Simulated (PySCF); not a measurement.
## Radial density of Al²⁺ (aluminium, charge +2)

UHF, [Ne] 3s1, 2S determinant. All numbers are calculated (PySCF 2.14, the non-relativistic Hamiltonian (point nucleus), in 6-31G*).

```tsv
r (bohr)	4πr²ρ (e/bohr)	4πr²(ρα − ρβ)
0.00228	0.08442	0.0002
0.00383	0.2330	0.0005
0.00644	0.6203	0.0013
0.0108	1.557	0.0032
0.0182	3.649	0.0075
0.0307	7.475	0.0150
0.0516	12.41	0.0227
0.0867	14.50	0.0185
0.146	10.72	-0.0009
0.245	8.725	0.0211
0.413	12.54	0.0841
0.694	8.799	0.0126
1.17	1.850	0.1656
1.96	0.5876	0.5416
3.30	0.1836	0.1834
5.56	0.001972	0.0020
```
